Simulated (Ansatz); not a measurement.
System: SbH2, charge 1, singlet. A triplet may lie lower; no result for it is given here. SbH2+ (parent SMILES [SbH2], singlet).
B3LYP-D3(BJ)/def2-TZVP minimum from Ansatz (a first-principles code):
```
Sb
H 1 1.7139
H 1 1.7139 2 90.22
```
Charge +1, spin multiplicity 1.

Total energies in def2-QZVPP, 6 correlated electrons, 9 frozen orbitals. Open shells are spin-unrestricted; no spin-orbit coupling. Cores are frozen in correlated methods (noble-gas shells, and filled d and f shells in the p block). Past Kr the def2 sets carry scalar-relativistic core potentials. Spin-orbit terms, left out, reach several kcal/mol for Br and I, and more for heavier atoms. The restricted determinant of H2Sb+ (parent SMILES [SbH2], singlet) is unstable towards broken spin symmetry in at least one set run. The spin of H2Sb+ (parent SMILES [SbH2], singlet) was assumed, and the state is the lowest solution found for it.

```tsv
method	program	energy (Eh)	minus CCSDT(Q) (mEh)
HF	Ansatz	-240.10312	134.73
MP2	Ansatz	-240.21080	27.05
CCSD	Ansatz	-240.23379	4.05
CCSD(T)	Ansatz	-240.23715	0.69
CCSDT(Q)	Ansatz	-240.23785	0.00
```

Rough core times of Ansatz's runs on a shared machine: CCSD(T) under 20 s, CCSDT(Q) 2 min.
